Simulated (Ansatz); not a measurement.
Cost and result for the atomization energy of `C[NH][GeH]([OH])[Cl]` (11 atoms, 10 bonds).

```tsv
atom	x (Å)	y (Å)	z (Å)
C1	-0.745	-0.759	-1.106
N2	0.539	-0.515	-0.469
Ge3	0.707	0.804	0.762
O4	-0.324	0.398	2.139
Cl5	-0.103	2.692	0.120
H6	-0.995	-0.031	-1.887
H7	-1.537	-0.722	-0.355
H8	-0.761	-1.759	-1.548
H9	1.311	-0.566	-1.119
H10	2.181	1.001	1.126
H11	-0.274	-0.542	2.337
```

Total charge 0; spin multiplicity 1. Correlated methods include outer-core shells of Ge, which these sets cover unevenly. Scalar relativity is left out up to krypton. The structure was optimised at the PBE0-D4/def2-TZVP level. It is one conformer, not always the lowest. Program: Ansatz. Hardware: A = 2 threads of an AMD EPYC 7R13 on a shared host; B = 2 threads of an AMD EPYC 7R13 on a shared host and a share of an NVIDIA H100 80 GB. Times are those of one run each, without the atoms' runs, and a repeat can differ threefold. Electronic energies, without spin–orbit coupling; frozen cores. CCSD(T)/CBS adds CCSD(T) − MP2 in def2-TZVPP to the MP2 limit, and its time is that of the two runs behind it. T1 = 0.011. With those shells the extrapolation isn't a true limit. B3LYP takes the VWN-RPA correlation (the form of Gaussian; ORCA's B3LYP/G).

CCSD(T)/CBS is a level of theory with its own doubt, some kJ/mol a heavy atom from the limit and from the frozen cores, so smaller differences don't rank the functionals.

```
                                 level  functions  wall time  atomization (kcal/mol)  difference from CCSD(T)/CBS  per bond
   PBE-D4/def2-TZVPP (with forces) [A]        267      4.7 s                   921.1                         11.5       1.2
                PBE0-D4/def2-TZVPP [A]        267      6.5 s                   902.8                         -6.8      -0.7
                    MP2/def2-QZVPP [B]        510        8 s                   914.8                          5.2       0.5
r2SCAN-D4/def2-TZVPP (with forces) [A]        267      8.5 s                   905.9                         -3.7      -0.4
 B3LYP-D4/def2-TZVPP (with forces) [A]        267       10 s                   902.2                         -7.4      -0.7
                CCSD(T)/def2-TZVPP [B]        267       11 s                   884.8                        -24.8      -2.5
                 B2PLYP/def2-TZVPP [A]        267       12 s                   894.5                        -15.1      -1.5
                ωB97X-V/def2-TZVPP [A]        267       14 s                   910.8                          1.2       0.1
                     CCSD(T)/CBS(def2)          –       19 s                   909.6                          0.0       0.0
  ωB97M-V/def2-TZVPP (with forces) [A]        267       20 s                   907.0                         -2.6      -0.3
```

The D4 term adds +9.5 kcal/mol with B3LYP and +5.0 kcal/mol with PBE0; it sums over pairs of atoms, weighted by their polarisabilities, and B3LYP, whose exchange is more repulsive, gets the larger term. In def2-TZVPP, CCSD(T) changes the Hartree–Fock value by +254.3 kcal/mol (the triples alone add +15.0 kcal/mol) and MP2 by +269.6 kcal/mol; breaking electron pairs costs correlation energy, which Hartree–Fock lacks. From PBE to PBE0 (25 % exact exchange), in def2-TZVPP and without D4, the atomization energy moves by −17.5 kcal/mol: exact exchange takes away binding that semilocal exchange gives to molecules.
